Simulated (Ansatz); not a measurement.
Harmonic vibrations of H₂OSSn (`[OH][Sn][SH]`) by finite differences.

```yaml
crystal:
  periodic: [false, false, false]
  atoms:
    - {symbol: O, position_ang: [-1.169246, -1.043056, -0.055282]}
    - {symbol: Sn, position_ang: [-1.099722, 0.819154, -0.712792]}
    - {symbol: S, position_ang: [1.207502, 1.376269, -0.087647]}
    - {symbol: H, position_ang: [-0.383856, -1.406903, 0.360436]}
    - {symbol: H, position_ang: [1.495323, 0.180934, 0.453885]}
basis:
  gaussian: {orbitals: def2-TZVP}
hamiltonian: {xc: pbe0, dispersion: d4}
phonons: {temperatures: {t_min: 298.15, t_max: 900, t_step: 200}}
```

```sh
$ ansatz run in.yaml --threads 4 --pin off --events-out ev --progress --plain --max-ram 10444MiB
```

It prints (some lines left out):

```
Functional definition: PBE0
  name "PBE0"
  cite "Adamo & Barone, J. Chem. Phys. 110, 6158 (1999) doi:10.1063/1.478522"
  cite "Perdew, Burke & Ernzerhof, Phys. Rev. Lett. 77, 3865 (1996) doi:10.1103/PhysRevLett.77.3865"
  parent pbe
  parameter a = 0.25
  parameter kappa = 0.804
  parameter beta = 0.06672455060314922
  exchange = (1 - a)*pbe_x(kappa = kappa, mu = beta*pi^2/3) + a*exact_x
  correlation = pbe_c(beta = beta)
mean field -18743.68960256 eV, -688.8178879649 hartree, gradient 6.3e-5 eV, S^2 0.000000; 0 other end points of the search recorded, 0 dependent functions left out
the calculation of the forces begins
these checks for a lower state are left out or cut short: stability, starts, cluster_reference, orbital_swaps, neighbouring_geometries, increment
mean field -18743.68947214 eV, -688.8178831720 hartree, gradient 2.1e-6 eV, S^2 0.000000; 0 other end points of the search recorded, 0 dependent functions left out
the calculation of the forces begins
these checks for a lower state are left out or cut short: stability, starts, cluster_reference, orbital_swaps, neighbouring_geometries, increment
mean field -18743.68950171 eV, -688.8178842587 hartree, gradient 2.0e-6 eV, S^2 0.000000; 0 other end points of the search recorded, 0 dependent functions left out
the calculation of the forces begins
these checks for a lower state are left out or cut short: stability, starts, cluster_reference, orbital_swaps, neighbouring_geometries, increment
mean field -18743.68950351 eV, -688.8178843249 hartree, gradient 2.1e-6 eV, S^2 0.000000; 0 other end points of the search recorded, 0 dependent functions left out
the calculation of the forces begins
these checks for a lower state are left out or cut short: stability, starts, cluster_reference, orbital_swaps, neighbouring_geometries, increment
mean field -18743.68954562 eV, -688.8178858724 hartree, gradient 1.9e-6 eV, S^2 0.000000; 0 other end points of the search recorded, 0 dependent functions left out
the calculation of the forces begins
these checks for a lower state are left out or cut short: stability, starts, cluster_reference, orbital_swaps, neighbouring_geometries, increment
mean field -18743.68956499 eV, -688.8178865843 hartree, gradient 2.0e-6 eV, S^2 0.000000; 0 other end points of the search recorded, 0 dependent functions left out
the calculation of the forces begins
these checks for a lower state are left out or cut short: stability, starts, cluster_reference, orbital_swaps, neighbouring_geometries, increment
mean field -18743.68955980 eV, -688.8178863935 hartree, gradient 2.0e-6 eV, S^2 0.000000; 0 other end points of the search recorded, 0 dependent functions left out
the calculation of the forces begins
these checks for a lower state are left out or cut short: stability, starts, cluster_reference, orbital_swaps, neighbouring_geometries, increment
mean field -18743.68956133 eV, -688.8178864499 hartree, gradient 1.9e-6 eV, S^2 0.000000; 0 other end points of the search recorded, 0 dependent functions left out
the calculation of the forces begins
these checks for a lower state are left out or cut short: stability, starts, cluster_reference, orbital_swaps, neighbouring_geometries, increment
mean field -18743.68957686 eV, -688.8178870206 hartree, gradient 2.1e-6 eV, S^2 0.000000; 0 other end points of the search recorded, 0 dependent functions left out
[...]
mean field -18743.68958757 eV, -688.8178874139 hartree, gradient 2.0e-6 eV, S^2 0.000000; 0 other end points of the search recorded, 0 dependent functions left out
the calculation of the forces begins
these checks for a lower state are left out or cut short: stability, starts, cluster_reference, orbital_swaps, neighbouring_geometries, increment
mean field -18743.68958451 eV, -688.8178873017 hartree, gradient 2.0e-6 eV, S^2 0.000000; 0 other end points of the search recorded, 0 dependent functions left out
the calculation of the forces begins
these checks for a lower state are left out or cut short: stability, starts, cluster_reference, orbital_swaps, neighbouring_geometries, increment
mean field -18743.68948895 eV, -688.8178837898 hartree, gradient 2.0e-6 eV, S^2 0.000000; 0 other end points of the search recorded, 0 dependent functions left out
the calculation of the forces begins
these checks for a lower state are left out or cut short: stability, starts, cluster_reference, orbital_swaps, neighbouring_geometries, increment
mean field -18743.68949611 eV, -688.8178840531 hartree, gradient 2.0e-6 eV, S^2 0.000000; 0 other end points of the search recorded, 0 dependent functions left out
the calculation of the forces begins
these checks for a lower state are left out or cut short: stability, starts, cluster_reference, orbital_swaps, neighbouring_geometries, increment
mean field -18743.68956990 eV, -688.8178867648 hartree, gradient 2.0e-6 eV, S^2 0.000000; 0 other end points of the search recorded, 0 dependent functions left out
the calculation of the forces begins
these checks for a lower state are left out or cut short: stability, starts, cluster_reference, orbital_swaps, neighbouring_geometries, increment
mean field -18743.68957698 eV, -688.8178870249 hartree, gradient 2.1e-6 eV, S^2 0.000000; 0 other end points of the search recorded, 0 dependent functions left out
the calculation of the forces begins
these checks for a lower state are left out or cut short: stability, starts, cluster_reference, orbital_swaps, neighbouring_geometries, increment
mean field -18743.68957015 eV, -688.8178867738 hartree, gradient 2.0e-6 eV, S^2 0.000000; 0 other end points of the search recorded, 0 dependent functions left out
the calculation of the forces begins
these checks for a lower state are left out or cut short: stability, starts, cluster_reference, orbital_swaps, neighbouring_geometries, increment
mean field -18743.68957062 eV, -688.8178867911 hartree, gradient 2.0e-6 eV, S^2 0.000000; 0 other end points of the search recorded, 0 dependent functions left out
the calculation of the forces begins
these checks for a lower state are left out or cut short: stability, starts, cluster_reference, orbital_swaps, neighbouring_geometries, increment
mean field -18743.68960226 eV, -688.8178879540 hartree, gradient 2.0e-6 eV, S^2 0.000000; 0 other end points of the search recorded, 0 dependent functions left out
the calculation of the forces begins
these checks for a lower state are left out or cut short: stability, starts, cluster_reference, orbital_swaps, neighbouring_geometries, increment
mean field -18743.68958917 eV, -688.8178874727 hartree, gradient 2.0e-6 eV, S^2 0.000000; 0 other end points of the search recorded, 0 dependent functions left out
the calculation of the forces begins
these checks for a lower state are left out or cut short: stability, starts, cluster_reference, orbital_swaps, neighbouring_geometries, increment
mean field -18743.68953993 eV, -688.8178856635 hartree, gradient 2.0e-6 eV, S^2 0.000000; 0 other end points of the search recorded, 0 dependent functions left out
the calculation of the forces begins
these checks for a lower state are left out or cut short: stability, starts, cluster_reference, orbital_swaps, neighbouring_geometries, increment
mean field -18743.68953371 eV, -688.8178854349 hartree, gradient 2.0e-6 eV, S^2 0.000000; 0 other end points of the search recorded, 0 dependent functions left out
the calculation of the forces begins
these checks for a lower state are left out or cut short: stability, starts, cluster_reference, orbital_swaps, neighbouring_geometries, increment
mean field -18743.68958967 eV, -688.8178874914 hartree, gradient 2.0e-6 eV, S^2 0.000000; 0 other end points of the search recorded, 0 dependent functions left out
the calculation of the forces begins
these checks for a lower state are left out or cut short: stability, starts, cluster_reference, orbital_swaps, neighbouring_geometries, increment
mean field -18743.68958748 eV, -688.8178874108 hartree, gradient 2.0e-6 eV, S^2 0.000000; 0 other end points of the search recorded, 0 dependent functions left out
the calculation of the forces begins
Total energy: -18743.78967870 eV, -688.8215656952 hartree
Atom 0 at    -1.169246    -1.043056    -0.055282 Å, force    -0.000260     0.000135    -0.000112 eV/Å
Atom 1 at    -1.099722     0.819154    -0.712792 Å, force     0.000048    -0.000190     0.000070 eV/Å
Atom 2 at     1.207502     1.376269    -0.087647 Å, force    -0.000081     0.000423    -0.000173 eV/Å
Atom 3 at    -0.383856    -1.406903     0.360436 Å, force     0.000281     0.000110     0.000038 eV/Å
Atom 4 at     1.495323     0.180934     0.453885 Å, force     0.000010    -0.000479     0.000177 eV/Å
Dipole moment:    -0.071513     0.007187    -0.028321 e Å
Vibrations: 170.61 204.69 324.91 363.20 548.81 598.84 731.59 2709.49 3885.06 cm⁻¹, zero-point energy 0.591231 eV
```

Run time 30 s (4 threads of an Arm Neoverse V1 on a shared host); peak host memory 0.25 GiB.
